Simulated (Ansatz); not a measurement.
Relaxation of Li12⁻ (charge -1, doublet) with UKS r2SCAN/def2-SVPD in Ansatz.

Positions (Å) and forces (eV/Å) at steps 25, 26, 27, 28, 29, 30, 31, 32, 33, 34, 35, 36, 37, 40, 42 of 42:

```xyz
12
step=25 energy=-2452.1530 eV
Li   -1.661    6.429   -0.650    0.010   -0.021    0.018
Li   -1.051    3.838    0.913   -0.008   -0.052   -0.004
Li   -3.708    4.245   -1.119   -0.021   -0.002   -0.025
Li    1.315    5.532   -0.492    0.020   -0.016    0.005
Li   -6.478    4.465    0.239    0.016   -0.041   -0.011
Li    1.295    2.420   -0.390    0.003   -0.004   -0.007
Li   -4.788    7.049   -0.751   -0.021   -0.013    0.022
Li   -0.380   -0.105    0.563   -0.070    0.094    0.050
Li   -3.743    5.258    1.467   -0.017   -0.032   -0.016
Li   -3.341   -0.884   -0.397   -0.020    0.047   -0.014
Li   -4.377    1.969    0.738    0.109    0.046    0.043
Li   -1.831    1.798   -1.027    0.001   -0.008   -0.061
12
step=26 energy=-2452.2227 eV
Li   -1.655    6.391   -0.631   -0.007   -0.025    0.009
Li   -1.061    3.767    0.909   -0.006   -0.042   -0.010
Li   -3.730    4.241   -1.152   -0.007   -0.006   -0.012
Li    1.335    5.509   -0.483    0.015   -0.018    0.007
Li   -6.461    4.400    0.230    0.006   -0.048   -0.002
Li    1.301    2.414   -0.402    0.000   -0.010   -0.006
Li   -4.809    7.031   -0.725   -0.013   -0.006    0.011
Li   -0.485    0.033    0.653   -0.081    0.093    0.067
Li   -3.756    5.219    1.454    0.005   -0.015   -0.004
Li   -3.374   -0.821   -0.426   -0.017    0.046   -0.026
Li   -4.225    2.029    0.799    0.097    0.017    0.040
Li   -1.828    1.802   -1.129    0.008    0.014   -0.074
12
step=27 energy=-2452.2833 eV
Li   -1.664    6.358   -0.625   -0.004   -0.024   -0.003
Li   -1.067    3.716    0.895    0.006   -0.023   -0.009
Li   -3.739    4.231   -1.162   -0.018   -0.010   -0.003
Li    1.351    5.486   -0.473    0.005   -0.026    0.007
Li   -6.450    4.335    0.232    0.021   -0.047    0.005
Li    1.301    2.398   -0.410    0.000   -0.017    0.000
Li   -4.824    7.021   -0.714   -0.013   -0.014    0.009
Li   -0.596    0.160    0.750   -0.090    0.098    0.056
Li   -3.747    5.203    1.452    0.000   -0.007    0.004
Li   -3.395   -0.763   -0.471   -0.013    0.054   -0.034
Li   -4.103    2.048    0.851    0.088    0.007    0.023
Li   -1.816    1.824   -1.230    0.019    0.010   -0.055
12
step=28 energy=-2452.3380 eV
Li   -1.670    6.327   -0.634   -0.026   -0.028   -0.004
Li   -1.061    3.692    0.885    0.011    0.001   -0.010
Li   -3.759    4.217   -1.164   -0.009   -0.022   -0.006
Li    1.359    5.450   -0.468   -0.002   -0.038    0.001
Li   -6.423    4.270    0.246    0.016   -0.047    0.005
Li    1.304    2.372   -0.406    0.001   -0.026    0.002
Li   -4.843    7.000   -0.704   -0.012   -0.011    0.006
Li   -0.716    0.286    0.831   -0.080    0.072    0.068
Li   -3.742    5.198    1.458    0.014   -0.002    0.014
Li   -3.414   -0.697   -0.525   -0.006    0.065   -0.045
Li   -3.991    2.056    0.879    0.074    0.007    0.020
Li   -1.791    1.846   -1.304    0.019    0.030   -0.052
12
step=29 energy=-2452.4278 eV
Li   -1.707    6.285   -0.646    0.029   -0.010   -0.019
Li   -1.045    3.694    0.875   -0.027   -0.011    0.003
Li   -3.775    4.184   -1.169    0.000   -0.021   -0.012
Li    1.354    5.391   -0.474   -0.039   -0.032   -0.023
Li   -6.395    4.197    0.257    0.025   -0.047    0.034
Li    1.306    2.325   -0.398    0.011   -0.055   -0.006
Li   -4.866    6.976   -0.695   -0.009   -0.023    0.009
Li   -0.839    0.395    0.935   -0.070    0.035    0.083
Li   -3.723    5.195    1.478   -0.035   -0.025   -0.004
Li   -3.423   -0.595   -0.606    0.021    0.087   -0.062
Li   -3.880    2.071    0.912    0.070    0.040    0.025
Li   -1.755    1.897   -1.376    0.023    0.062   -0.029
12
step=30 energy=-2452.4906 eV
Li   -1.670    6.269   -0.680   -0.075   -0.026    0.002
Li   -1.086    3.676    0.880    0.051    0.037    0.012
Li   -3.775    4.152   -1.188   -0.015    0.005   -0.013
Li    1.289    5.328   -0.517   -0.012   -0.082   -0.031
Li   -6.355    4.113    0.318   -0.013   -0.057    0.007
Li    1.321    2.229   -0.402   -0.024   -0.032    0.038
Li   -4.882    6.935   -0.683   -0.001   -0.013    0.002
Li   -0.958    0.458    1.078   -0.027    0.040   -0.007
Li   -3.777    5.159    1.472    0.049    0.038    0.005
Li   -3.387   -0.442   -0.720    0.006    0.103   -0.030
Li   -3.761    2.134    0.955   -0.024   -0.041    0.014
Li   -1.708    2.005   -1.421    0.085    0.029    0.001
12
step=31 energy=-2452.5540 eV
Li   -1.716    6.235   -0.694   -0.036   -0.014   -0.007
Li   -1.059    3.697    0.916    0.038    0.020    0.012
Li   -3.797    4.132   -1.203   -0.012   -0.044    0.009
Li    1.248    5.217   -0.596   -0.034   -0.066   -0.046
Li   -6.348    4.029    0.349    0.002   -0.037    0.008
Li    1.331    2.149   -0.341   -0.005   -0.044    0.048
Li   -4.907    6.906   -0.675   -0.018   -0.008   -0.004
Li   -1.023    0.517    1.118   -0.004    0.007   -0.014
Li   -3.756    5.175    1.472    0.023    0.007    0.005
Li   -3.375   -0.275   -0.811   -0.011    0.092   -0.028
Li   -3.743    2.136    0.992   -0.020    0.009   -0.003
Li   -1.604    2.097   -1.433    0.077    0.078    0.022
12
step=32 energy=-2452.6279 eV
Li   -1.759    6.204   -0.712   -0.022   -0.019   -0.011
Li   -1.021    3.716    0.959    0.024    0.010    0.042
Li   -3.819    4.075   -1.197   -0.016   -0.029   -0.007
Li    1.189    5.109   -0.694   -0.046   -0.061   -0.062
Li   -6.345    3.964    0.374    0.004   -0.028    0.009
Li    1.357    2.065   -0.255    0.014   -0.038    0.049
Li   -4.940    6.872   -0.678   -0.016   -0.018   -0.011
Li   -1.058    0.538    1.120   -0.014   -0.003   -0.017
Li   -3.740    5.177    1.472    0.008    0.004    0.004
Li   -3.387   -0.098   -0.891   -0.015    0.104   -0.038
Li   -3.736    2.165    1.012    0.000    0.001    0.031
Li   -1.488    2.231   -1.415    0.080    0.080    0.011
12
step=33 energy=-2452.7044 eV
Li   -1.793    6.169   -0.729   -0.013   -0.022   -0.011
Li   -0.990    3.726    1.018    0.022    0.004    0.051
Li   -3.840    4.025   -1.199   -0.006   -0.036   -0.006
Li    1.123    5.007   -0.795   -0.047   -0.055   -0.066
Li   -6.340    3.908    0.396    0.005   -0.028    0.009
Li    1.387    1.992   -0.174    0.013   -0.026    0.048
Li   -4.969    6.836   -0.689   -0.013   -0.021   -0.016
Li   -1.094    0.549    1.114   -0.014   -0.012   -0.030
Li   -3.734    5.177    1.472    0.000    0.006   -0.001
Li   -3.403    0.079   -0.971   -0.019    0.117   -0.035
Li   -3.719    2.187    1.053    0.001   -0.002    0.043
Li   -1.376    2.359   -1.401    0.072    0.075    0.014
12
step=34 energy=-2452.7721 eV
Li   -1.818    6.133   -0.745   -0.006   -0.022   -0.011
Li   -0.960    3.734    1.078    0.024   -0.001    0.047
Li   -3.852    3.970   -1.199    0.001   -0.032    0.000
Li    1.067    4.922   -0.886   -0.028   -0.037   -0.053
Li   -6.333    3.854    0.416    0.010   -0.031    0.005
Li    1.412    1.937   -0.099    0.004   -0.004    0.039
Li   -4.992    6.798   -0.707   -0.011   -0.023   -0.025
Li   -1.128    0.552    1.095   -0.012   -0.017   -0.044
Li   -3.732    5.180    1.467   -0.002    0.002   -0.007
Li   -3.429    0.259   -1.044   -0.030    0.118   -0.024
Li   -3.703    2.207    1.106   -0.003   -0.005    0.052
Li   -1.280    2.470   -1.386    0.053    0.052    0.021
12
step=35 energy=-2452.8450 eV
Li   -1.829    6.098   -0.760    0.010   -0.011   -0.014
Li   -0.928    3.733    1.141    0.035   -0.017    0.028
Li   -3.848    3.918   -1.192   -0.010   -0.044   -0.018
Li    1.031    4.873   -0.956   -0.011   -0.010   -0.033
Li   -6.318    3.800    0.424    0.011   -0.038   -0.007
Li    1.427    1.924   -0.041   -0.008   -0.010    0.039
Li   -5.007    6.756   -0.748   -0.005   -0.053   -0.001
Li   -1.152    0.531    1.036   -0.011    0.001   -0.019
Li   -3.734    5.180    1.455   -0.020    0.027    0.006
Li   -3.487    0.439   -1.092   -0.052    0.129   -0.027
Li   -3.696    2.213    1.189    0.016   -0.002    0.056
Li   -1.209    2.550   -1.361    0.045    0.027   -0.010
12
step=36 energy=-2452.8870 eV
Li   -1.823    6.077   -0.776   -0.012   -0.026   -0.003
Li   -0.892    3.720    1.173   -0.003    0.002    0.004
Li   -3.850    3.865   -1.207    0.022    0.003    0.027
Li    1.018    4.854   -0.999    0.022    0.003   -0.015
Li   -6.302    3.741    0.416    0.018   -0.042   -0.008
Li    1.426    1.910    0.008    0.016   -0.002    0.030
Li   -5.018    6.692   -0.759   -0.016   -0.029   -0.023
Li   -1.173    0.525    1.006   -0.022   -0.004   -0.039
Li   -3.751    5.202    1.460    0.007   -0.004   -0.007
Li   -3.561    0.610   -1.126   -0.044    0.083   -0.002
Li   -3.676    2.225    1.268    0.012    0.012    0.038
Li   -1.146    2.595   -1.370    0.000    0.005   -0.003
12
step=37 energy=-2452.9281 eV
Li   -1.814    6.129   -0.764   -0.013   -0.013    0.007
Li   -0.940    3.707    1.116   -0.008    0.001   -0.019
Li   -3.714    3.865   -1.111    0.002    0.031    0.041
Li    0.999    4.837   -1.026    0.024    0.005   -0.010
Li   -6.247    3.614    0.348    0.028   -0.027   -0.023
Li    1.442    1.905    0.051    0.023    0.006    0.036
Li   -5.039    6.631   -0.802   -0.012   -0.029   -0.023
Li   -1.214    0.531    0.922   -0.014   -0.015   -0.033
Li   -3.786    5.241    1.498    0.006   -0.009   -0.009
Li   -3.679    0.768   -1.088   -0.050    0.050    0.008
Li   -3.682    2.233    1.399    0.013    0.001    0.042
Li   -1.074    2.555   -1.450    0.001   -0.001   -0.017
12
step=40 energy=-2452.9859 eV rejected
Li   -1.838    6.293   -0.642    0.033   -0.021   -0.015
Li   -0.985    3.646    0.978   -0.031    0.010   -0.011
Li   -3.472    3.883   -0.891    0.064   -0.029   -0.004
Li    0.960    4.824   -1.068    0.000    0.010    0.003
Li   -6.101    3.500    0.227   -0.004   -0.047    0.005
Li    1.471    1.923    0.204   -0.002    0.008   -0.005
Li   -5.074    6.391   -0.982   -0.009    0.037   -0.005
Li   -1.335    0.544    0.647    0.021   -0.006    0.012
Li   -3.846    5.289    1.541    0.000    0.009    0.025
Li   -3.941    1.014   -0.968   -0.024    0.022    0.013
Li   -3.667    2.230    1.731   -0.018   -0.005   -0.022
Li   -0.921    2.479   -1.684   -0.029    0.012    0.006
12
step=42 energy=-2452.9915 eV
Li   -1.808    6.273   -0.669    0.000    0.000    0.000
Li   -1.010    3.653    0.971   -0.002   -0.002    0.006
Li   -3.450    3.889   -0.889    0.001   -0.005    0.000
Li    0.962    4.826   -1.070    0.003    0.001    0.000
Li   -6.092    3.444    0.207   -0.002    0.002    0.001
Li    1.469    1.943    0.195    0.000    0.000   -0.001
Li   -5.063    6.429   -0.965   -0.002    0.001   -0.003
Li   -1.317    0.535    0.666    0.000    0.003   -0.001
Li   -3.851    5.290    1.556    0.003   -0.004    0.001
Li   -3.964    1.033   -0.951    0.001   -0.002   -0.002
Li   -3.681    2.218    1.720    0.002    0.005    0.000
Li   -0.943    2.482   -1.676   -0.004    0.002   -0.001
```

The charge -1 doublet is spin-contaminated (final ⟨S²⟩ up to 1.55, 0.75 for a pure state). The relaxation made no stability test and no search for a lower SCF solution. Another isomer (doublet) lies 0.17 eV lower at r2SCAN/def2-TZVPD; other spin states weren't run for this one.
